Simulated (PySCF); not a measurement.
F2GeH4Si, SMILES F[SiH](F)[GeH3]. Heavy atoms are numbered as in [SiH:1]([F:2])([F:3])[GeH3:4]. Hydrogens are named by the atom that carries them.

Geometry optimised at PBE0-D3(BJ)/def2-SVP. This is a generated structure with no PubChem entry under its InChIKey; it may be hypothetical.

These are PySCF with M06-2X/def2-TZVP values and carry that method's errors.

ESP charges are fitted to the potential on shells at 1.4 to 2.0 van der Waals radii. Atomic charges (e), one atom of each kind:

```json
[
 {"atom": "Si1 (SiH)", "ESP fit": "0.63", "Mulliken": "[?]"},
 {"atom": "F2", "ESP fit": "-0.27", "Mulliken": "[?]"},
 {"atom": "Ge4 (GeH3)", "ESP fit": "-0.02", "Mulliken": "[?]"},
 {"atom": "H on Si1", "ESP fit": "-0.08", "Mulliken": "-0.03"},
 {"atom": "H on Ge4", "ESP fit": "-0.01", "Mulliken": "0.03"}
]
```

### Question
Some entries are withheld; supply them. (An estimate is asked for; the answer gives what the named calculation found.)

### Answer

- Si1 (SiH), Mulliken: 0.69
- F2, Mulliken: -0.33
- Ge4 (GeH3), Mulliken: -0.10
